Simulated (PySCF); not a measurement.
## Calculated data, Al2GeH3O, AlBGeH5, CH9AlGe2, GeH3NOSi and others

Calculation on a computer-drawn molecule: optimised geometry and harmonic frequencies of an isolated molecule of the commonest isotopes, restricted reference for singlets and unrestricted otherwise, frozen core in MP2; on germanium a core potential holds 10 electrons, which the energies leave out, and 3d is frozen in MP2 and coupled-cluster steps. Program: PySCF 2.14.0.

Common to all runs: multiplicity 1; basis cc-pV(D+d)Z; basis and core potential on germanium cc-pVDZ-PP ECP10MDF.

```json
{"entry": 1, "formula": "Al2GeH3O", "start_structure": {"atoms_angstrom": [["O", 0.452, -2.915, -3.52], ["Al", 0.0427, -2.325, -2.1795], ["Ge", -0.6104, -1.1732, -0.0038], ["Al", -1.454, -0.8, 2.1941], ["H", -1.3549, 0.0387, -0.4871], ["H", 0.6892, -0.4046, 0.3708], ["H", -2.0077, -0.7805, 3.6753]]}, "given": {"charge": 1, "method": "HF", "drawn_bonds_atom": [1, 2, 3, 3, 3, 4], "drawn_bonds_other_atom": [2, 3, 4, 5, 6, 7], "drawn_bonds_order": [2, 1, 1, 1, 1, 1]}, "results": {"optimised_atom_element": ["O", "Al", "Ge", "Al", "H", "H", "H"], "optimised_atom_x [angstrom]": [-0.2042, -0.07419, -0.2906, -1.376, -1.275, 1.017, -2.04], "optimised_atom_y [angstrom]": [-3.673, -2.197, -0.2939, -1.319, 0.7935, 0.264, -1.934], "optimised_atom_z [angstrom]": [-2.344, -1.838, -0.254, 1.798, -0.6609, 0.2881, 3.061], "modes_frequency [cm^-1]": [20.28, 120.9, 169.0, 284.6, 304.2, 319.5, 393.1, 412.4, 629.9, 651.3, 916.4, 1210, 2114, 2262, 2271], "modes_reduced_mass [dalton]": [10.71, 7.232, 11.2, 17.13, 16.61, 1.073, 1.172, 1.184, 1.045, 1.047, 1.022, 19.08, 1.046, 1.015, 1.025], "rotational_constants [GHz]": [3.988, 1.385, 1.042], "total_energy [hartree]": -853.5340, "convergence_status_largest_gradient_component [hartree/bohr]": 2.028e-05}}
{"entry": 2, "formula": "AlBGeH5", "start_structure": {"atoms_angstrom": [["B", 0.0126, -3.0709, 0.6094], ["Ge", -1.439, -2.3399, -0.4796], ["Al", -1.0535, -0.114, -1.3956], ["H", -0.0175, -2.8358, 1.8334], ["H", 0.8656, -3.6738, 0.1953], ["H", -2.8342, -1.9292, 0.0578], ["H", -1.8707, -2.9453, -1.9073], ["H", -0.7874, 1.3079, -1.9234]]}, "given": {"charge": 1, "method": "HF", "drawn_bonds_atom": [1, 2, 1, 1, 2, 2, 3], "drawn_bonds_other_atom": [2, 3, 4, 5, 6, 7, 8], "drawn_bonds_order": [1, 1, 1, 1, 1, 1, 1]}, "results": {"optimised_atom_element": ["B", "Ge", "Al", "H", "H", "H", "H", "H"], "optimised_atom_x [angstrom]": [-0.001217, -1.593, -0.9921, -0.01133, 0.8919, -2.915, -1.837, -0.6667], "optimised_atom_y [angstrom]": [-3.043, -2.368, -0.04052, -2.796, -3.628, -2.045, -3.064, 1.384], "optimised_atom_z [angstrom]": [0.6445, -0.5387, -1.389, 1.809, 0.1185, 0.1543, -1.875, -1.933], "modes_frequency [cm^-1]": [33.31, 112.7, 278.0, 329.0, 380.2, 416.1, 553.3, 581.7, 670.6, 797.4, 923.7, 975.1, 1235, 2094, 2247, 2249, 2736, 2857], "modes_reduced_mass [dalton]": [1.035, 3.593, 16.11, 1.043, 1.134, 1.083, 4.801, 1.079, 1.056, 1.193, 1.097, 1.217, 1.12, 1.046, 1.016, 1.024, 1.046, 1.134], "rotational_constants [GHz]": [10.15, 2.852, 2.337], "total_energy [hartree]": -562.6022, "convergence_status_largest_gradient_component [hartree/bohr]": 2.446e-05}}
{"entry": 3, "formula": "CH9AlGe2", "start_structure": {"atoms_angstrom": [["Al", -1.3705, 1.2837, -0.8859], ["Ge", -1.1748, -0.1673, 1.0593], ["C", 0.291, 0.6985, 2.2374], ["Ge", 1.4067, 1.7686, 1.0408], ["H", -0.5974, 0.5921, -2.0463], ["H", -2.1664, 2.5703, -1.0197], ["H", -0.3568, -1.2324, 0.3718], ["H", -1.8992, -1.0816, 2.1135], ["H", 0.8843, -0.0894, 2.8535], ["H", -0.1576, 1.3643, 2.9793], ["H", 2.1017, 2.9598, 1.5716], ["H", 0.4412, 2.19, -0.1457], ["H", 2.4391, 0.911, 0.2669]]}, "given": {"charge": 0, "method": "HF", "drawn_bonds_atom": [1, 2, 3, 1, 1, 2, 2, 3, 3, 4, 4, 4], "drawn_bonds_other_atom": [2, 3, 4, 5, 6, 7, 8, 9, 10, 11, 12, 13], "drawn_bonds_order": [1, 1, 1, 1, 1, 1, 1, 1, 1, 1, 1, 1]}, "results": {"optimised_atom_element": ["Al", "Ge", "C", "Ge", "H", "H", "H", "H", "H", "H", "H", "H", "H"], "optimised_atom_x [angstrom]": [-1.954, -0.7914, 0.2489, 1.813, -2.233, -2.453, 0.1633, -1.827, 0.5853, -0.4157, 2.418, 1.399, 2.887], "optimised_atom_y [angstrom]": [0.9889, -0.2742, 0.8982, 1.762, 0.3171, 2.471, -1.347, -1.035, 0.3086, 1.678, 2.813, 2.465, 0.7225], "optimised_atom_z [angstrom]": [-0.9924, 0.8439, 2.06, 1.247, -2.397, -0.7412, 0.2833, 1.7, 2.917, 2.443, 2.186, -0.05917, 0.9066], "modes_frequency [cm^-1]": [32.91, 73.22, 80.76, 125.5, 147.4, 319.8, 332.6, 448.7, 478.5, 515.0, 569.8, 631.6, 674.6, 708.2, 773.7, 820.4, 862.8, 930.5, 957.3, 965.5, 971.0, 1095, 1161, 1511, 1974, 1979, 2150, 2171, 2178, 2209, 2226, 3191, 3249], "modes_reduced_mass [dalton]": [3.26, 1.16, 1.361, 2.322, 2.593, 2.197, 1.864, 1.197, 1.927, 1.06, 1.161, 1.368, 1.36, 1.728, 1.299, 1.193, 1.179, 1.044, 1.023, 1.02, 1.023, 1.021, 1.348, 1.085, 1.038, 1.046, 1.022, 1.018, 1.021, 1.023, 1.014, 1.059, 1.105], "rotational_constants [GHz]": [3.189, 0.8404, 0.7042], "total_energy [hartree]": -871.7592, "convergence_status_largest_gradient_component [hartree/bohr]": 1.858e-05}}
{"entry": 4, "formula": "GeH3NOSi", "start_structure": {"atoms_angstrom": [["N", -1.0845, 0.9364, 0.5526], ["Ge", 0.1449, -0.0751, 0.0452], ["O", 0.2807, -1.011, -1.4527], ["Si", -0.5341, -1.3357, -2.8582], ["H", -1.8556, 1.0188, -0.0947], ["H", 1.3991, -0.3625, 0.8305], ["H", -1.7753, -0.468, -2.6161]]}, "given": {"charge": 0, "method": "MP2", "drawn_bonds_atom": [1, 2, 3, 1, 2, 4], "drawn_bonds_other_atom": [2, 3, 4, 5, 6, 7], "drawn_bonds_order": [2, 1, 1, 1, 1, 1]}, "results": {"optimised_atom_element": ["N", "Ge", "O", "Si", "H", "H", "H"], "optimised_atom_x [angstrom]": [-1.125, 0.1494, 0.3858, -0.593, -1.869, 1.388, -1.76], "optimised_atom_y [angstrom]": [0.9407, -0.09553, -1.098, -1.297, 0.9662, -0.3377, -0.376], "optimised_atom_z [angstrom]": [0.5181, 0.0142, -1.497, -2.852, -0.2015, 0.8624, -2.438], "modes_frequency [cm^-1]": [81.06, 128.7, 237.6, 256.7, 371.1, 525.4, 722.6, 725.3, 865.7, 889.9, 912.8, 950.7, 1983, 2263, 3461], "modes_reduced_mass [dalton]": [2.913, 5.831, 6.404, 1.253, 1.414, 13.72, 1.112, 1.058, 3.265, 6.64, 1.2, 1.497, 1.043, 1.021, 1.075], "rotational_constants [GHz]": [10.92, 1.948, 1.653], "total_energy [hartree]": -713.8593, "convergence_status_largest_gradient_component [hartree/bohr]": 1.351e-05}}
{"entry": 5, "formula": "CH4GeOSi", "start_structure": {"atoms_angstrom": [["C", -1.5822, 0.2041, -1.3596], ["Si", -0.8202, 1.1848, -0.0959], ["O", -0.3754, 2.685, -0.5173], ["Ge", -0.2327, 1.2694, 2.2422], ["H", -1.7274, 0.5696, -2.3601], ["H", -1.8843, -0.7955, -1.1813], ["H", -0.434, 3.0503, -1.3478], ["H", -0.799, -0.2613, 2.4249]]}, "given": {"charge": 0, "method": "HF", "drawn_bonds_atom": [1, 2, 2, 1, 1, 3, 4], "drawn_bonds_other_atom": [2, 3, 4, 5, 6, 7, 8], "drawn_bonds_order": [2, 1, 1, 1, 1, 1, 1]}, "results": {"optimised_atom_element": ["C", "Si", "O", "Ge", "H", "H", "H", "H"], "optimised_atom_x [angstrom]": [-1.51, -0.7887, -0.3192, -0.3399, -1.722, -1.794, -0.4532, -0.929], "optimised_atom_y [angstrom]": [0.2575, 1.381, 2.882, 1.011, 0.4151, -0.7147, 3.124, -0.4497], "optimised_atom_z [angstrom]": [-1.188, -0.1362, -0.6318, 2.234, -2.241, -0.7994, -1.537, 2.105], "modes_frequency [cm^-1]": [87.27, 137.8, 220.2, 222.0, 324.1, 359.9, 603.2, 665.7, 750.4, 801.1, 842.1, 931.9, 1063, 1495, 2027, 3285, 3376, 4152], "modes_reduced_mass [dalton]": [1.558, 4.788, 4.703, 1.899, 1.188, 4.073, 1.072, 1.081, 1.307, 1.248, 3.135, 1.646, 4.729, 1.221, 1.021, 1.058, 1.112, 1.067], "rotational_constants [GHz]": [6.937, 1.758, 1.403], "total_energy [hartree]": -697.3363, "convergence_status_largest_gradient_component [hartree/bohr]": 4.258e-05}}
```
